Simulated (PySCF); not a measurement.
GaF₂Br, SMILES [F][Ga]([Br])[F].

Geometry: PBE0-D3(BJ)/def2-SVP. The structure was generated by enumeration; whether it is a known compound was not checked.

Two levels are set side by side: TDDFT-PBE/def2-SVPD (PySCF) and TDDFT-ωB97X/def2-SVPD (PySCF). Vertical, same geometry. The lowest singlet is HOMO→LUMO 100 % with PBE and HOMO→LUMO 94 % with the other functional; states are paired by order. Differences are taken from unrounded values.

```json
[
 {"quantity": "lowest singlet excitation (eV)", "TDDFT-ωB97X": "6.03"},
 {"quantity": "lowest triplet excitation (TDA) (eV)", "TDDFT-ωB97X": "5.60"},
 {"quantity": "first bright state (f over 0.05) (eV)", "TDDFT-ωB97X": "8.16"},
 {"quantity": "its oscillator strength", "TDDFT-ωB97X": "0.36"}
]
```

Problem. What does TDDFT-PBE give, and how far is it from TDDFT-ωB97X? (An estimate is asked for; the answer gives what the named calculation found.)

Solution. 
| quantity | TDDFT-PBE | TDDFT-PBE minus TDDFT-ωB97X |
|---|---|---|
| lowest singlet excitation (eV) | 4.93 | -1.10 |
| lowest triplet excitation (TDA) (eV) | 4.58 | -1.02 |
| first bright state (f over 0.05) (eV) | 6.72 | -1.44 |
| its oscillator strength | 0.13 | -0.23 |

Functionals without exact exchange tend to place singlet excitations lower, as here. Differences between two approximate levels are no errors against the true value.

Rough cost on one machine, each run with all the roots and properties that it gave: TDDFT-ωB97X against TDDFT-PBE about 8 times.
